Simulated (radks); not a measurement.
Task: The bismuth ion Bi48+, 35 electrons, occupied as [Ar] 3d10 4s2 4p5. Method: scalar-relativistic Kohn-Sham, BLYP, spin-unpolarised, spherical densities, point nucleus; computed with a radial shooting solver on a logarithmic mesh with Libxc functionals. Some entries of the table are withheld. Estimate them.

orbital,occ.,eigenvalue (eV),<r^2> (bohr^2)
1s,2,-93181.53,0.0003459
2s,2,-18769.59,(1)
2p,6,-16413.08,0.004472
3s,2,-6308.186,0.03272
3p,6,-5630.915,0.03370
3d,10,-4975.091,0.02756
4s,2,-2980.643,(2)
4p,5,-2727.941,0.1389

Result: 
(1) 2s <r^2> (bohr^2): 0.005228
(2) 4s <r^2> (bohr^2): 0.1291
